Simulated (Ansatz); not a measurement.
Ansatz (a first-principles code) input (CCSD(T)/aug-cc-pVDZ):

Ansatz 0.2 input:
```yaml
crystal:
  periodic: [false, false, false]
  atoms:
    - {symbol: C, position_ang: [-0.39558635, 1.04640118, -0.09293006]}
    - {symbol: C, position_ang: [-1.18815432, -0.22778082, 0.08963297]}
    - {symbol: C, position_ang: [0.35181269, -0.04602439, -0.01412671]}
    - {symbol: O, position_ang: [1.41250103, -0.69974199, -0.00038146]}
    - {symbol: H, position_ang: [-0.51136367, 2.11496173, -0.20352438]}
    - {symbol: H, position_ang: [-1.74776241, -0.67517187, -0.74820044]}
    - {symbol: H, position_ang: [-1.64931435, -0.47742971, 1.05931933]}
basis:
  gaussian:
    orbitals: aug-cc-pVDZ
total_charge: -1
magnetization: {spin_polarized: false}
correlation: {method: ccsd_t, electrons: outside_noble_gas}
output: {forces: true}
```

Output:

```
Functional definition: HF
integrals: 0.22 GiB planned
1188 factors; integrals over basis functions are off by at most 5.1e-4 eV
mean field: 0.43 GiB planned
mean field evaluation 1: about -5171.9746 eV, gradient 2.6e1 eV
mean field evaluation 2: about -5171.9755 eV, gradient 2.6e1 eV
mean field evaluation 4: about -5173.8503 eV, gradient 3.7e0 eV
mean field evaluation 8: about -5173.8920 eV, gradient 9.3e-4 eV
mean field evaluation 16: about -5173.8901 eV, gradient 2.9e-1 eV
mean field -5173.89203538 eV, -190.1370253102 hartree, gradient 1.2e-6 eV, S^2 0.000000; 0 other end points of the search recorded, 0 dependent functions left out
4 core orbitals not correlated
reference -5173.89203538 eV, -190.1370253102 hartree; 11, 11 occupied and 104, 104 virtual orbitals, 1188 factors
densities: 1.20 GiB planned
second order -17.02877403 eV of doubles, -0.00000000 eV of singles
coupled cluster: 0.67 GiB planned
cycle   1  -16.88502322 eV  change    1.4e-1 eV  update   1.2e-1
cycle   2  -17.35835367 eV  change   -4.7e-1 eV  update   4.0e-2
cycle   3  -17.49901946 eV  change   -1.4e-1 eV  update   2.1e-2
cycle   4  -17.50063064 eV  change   -1.6e-3 eV  update   6.6e-3
cycle   5  -17.49567615 eV  change    5.0e-3 eV  update   3.8e-3
cycle   6  -17.49579380 eV  change   -1.2e-4 eV  update   1.5e-3
cycle   7  -17.49609136 eV  change   -3.0e-4 eV  update   8.6e-4
cycle   8  -17.49583466 eV  change    2.6e-4 eV  update   4.1e-4
cycle   9  -17.49569024 eV  change    1.4e-4 eV  update   1.7e-4
cycle  10  -17.49585760 eV  change   -1.7e-4 eV  update   9.0e-5
cycle  11  -17.49579768 eV  change    6.0e-5 eV  update   3.2e-5
cycle  12  -17.49577755 eV  change    2.0e-5 eV  update   1.2e-5
cycle  13  -17.49578394 eV  change   -6.4e-6 eV  update   5.5e-6
cycle  14  -17.49578137 eV  change    2.6e-6 eV  update   2.4e-6
perturbative correction -0.77068358 eV, -0.0283220991 hartree
the calculation of the forces begins
Total energy: -5192.15850033 eV, -190.8083055156 hartree
Atom 0 at    -0.395586     1.046401    -0.092930 Å, force    -0.497301     1.379930    -0.123878 eV/Å
Atom 1 at    -1.188154    -0.227781     0.089633 Å, force    -0.407695    -0.407197     0.066753 eV/Å
Atom 2 at     0.351813    -0.046024    -0.014127 Å, force    -0.073197    -0.414089     0.049288 eV/Å
Atom 3 at     1.412501    -0.699742    -0.000381 Å, force     1.367362    -0.859231     0.019525 eV/Å
Atom 4 at    -0.511364     2.114962    -0.203524 Å, force    -0.049746     0.540295    -0.056399 eV/Å
Atom 5 at    -1.747762    -0.675172    -0.748200 Å, force    -0.189337    -0.159275    -0.337979 eV/Å
Atom 6 at    -1.649314    -0.477430     1.059319 Å, force    -0.150085    -0.080434     0.382690 eV/Å
Dipole moment:    -0.428105     0.201313     0.001294 e Å
```

It need not be the lowest isomer of its formula. Whether it binds its extra electron was not tested at this geometry.
